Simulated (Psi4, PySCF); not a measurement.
Here is a job for Psi4.
```
memory 2 GB

molecule {
0 2
  Ti    0.00000000   -0.00000000   -0.00000000
  F    -1.44890707   -0.87306393    0.07165357
  F     0.02042256    1.55241999   -0.67548625
  F     1.42848452   -0.67935606    0.60383267
}

set basis 6-31g*
set reference uks
set scf_type pk
set puream true
set d_convergence 1e-8
set dft_radial_points 99
set dft_spherical_points 590

energy('pbe')
print_variables()
```

### Question
Write the same job for PySCF.

### Answer
One answer among several that fit: 
```python
from pyscf import gto, scf, dft

mol = gto.Mole()
mol.atom = '''
    Ti    0.000000   -0.000000   -0.000000
    F    -1.448907   -0.873064    0.071654
    F     0.020423    1.552420   -0.675486
    F     1.428485   -0.679356    0.603833
'''
mol.basis = '6-31g*'
mol.charge = 0
mol.spin = 1
mol.verbose = 4
mol.build()

mf = dft.UKS(mol)
mf.xc = 'pbe'
mf.grids.atom_grid = (99, 590)
mf.grids.prune = None
mf.kernel()
```

Both were run: Psi4 gave -1148.615153 Eh and PySCF -1148.615155 Eh, 0.002 mEh apart.
